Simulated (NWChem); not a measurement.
CHAuO$_{2}$; SMILES [O+]#[C-]->[Au][OH]

```xyz
5

Au    -0.0157     0.1989     0.0000
O     -0.0719     2.1429     0.0000
H      0.8293     2.5192     0.0000
O      0.0325    -2.8298     0.0000
C     -0.0192    -1.6783     0.0000
```
Atoms are numbered in this order, from 1.

Level: PBE-D3(BJ)/def2-SVP with def2 effective core potentials on Au (NWChem), optimised geometry, unscaled harmonic frequencies. def2 effective core potentials on Au; no spin-orbit coupling.

Problem. List the harmonic frequencies with IR intensities, and the thermochemistry.

Solution. 
| frequency (cm⁻¹) | IR intensity (km/mol) |
|---|---|
| 110 | 1.3 |
| 112 | 4.2 |
| 454 | 18.7 |
| 475 | 10.8 |
| 488 | 8.5 |
| 627 | 65.1 |
| 803 | 117.0 |
| 2121 | 577.2 |
| 3706 | 68.5 |

* **zero-point energy**: 12.7 kcal/mol
* **thermal correction to the enthalpy at 298.15 K (with zero-point energy)**: 16.6 kcal/mol
* **heat capacity Cv**: 15.4 cal/(mol K)
* **entropy at 298.15 K and 1 atm (symmetry number 1)**: 74.0 cal/(mol K)

Rigid rotor and harmonic oscillator.
